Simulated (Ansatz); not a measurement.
`[Cl][Ti]([Cl])([Cl])[Cl]` + NH₃ → `[NH2][Ti]([Cl])([Cl])[Cl]` + HCl  (ligand exchange at a Ti–Cl bond)

Gas-phase electronic energies from Ansatz, PBE0-D4/def2-TZVP geometries. CCSD(T)/CBS adds triple-zeta CCSD(T) − MP2 to the extrapolated MP2 energy (def2 sets, frozen cores). This one scheme is used for every species. DFT in def2-TZVPP. For Ti outer-core shells are correlated without core-valence functions, which leaves a few kJ/mol of doubt a bond. Scalar relativity is left out up to krypton. One conformer a species, not always the lowest.

CCSD(T)/CBS gives +16.3 kcal/mol.

Task: Another level gave +16.9 kcal/mol. Which?
A. CCSD/def2-TZVPP
B. ωB97M-V/def2-TZVPP
C. PBE0-D4/def2-TZVPP
D. revPBE/def2-TZVPP

Result: C. PBE0-D4 16.9, revPBE 17.9, ωB97M-V 15.7, CCSD/def2-TZVPP 14.2 kcal/mol.

Largest T1 diagnostic among the species: 0.025, so the coupled-cluster value is less sure than usual.

Leaving LDA and LC-ωPBE aside and taking each functional with its dispersion term where it has one, the values, not all of them listed here, spread over 3.8 kcal/mol, from ωB97X-V to B97M-V. LDA lies −1.0 kcal/mol from PBE without D4. From BLYP to BHLYP (50 % exact exchange), in def2-TZVPP and without D4, ΔE moves by −1.7 kcal/mol.
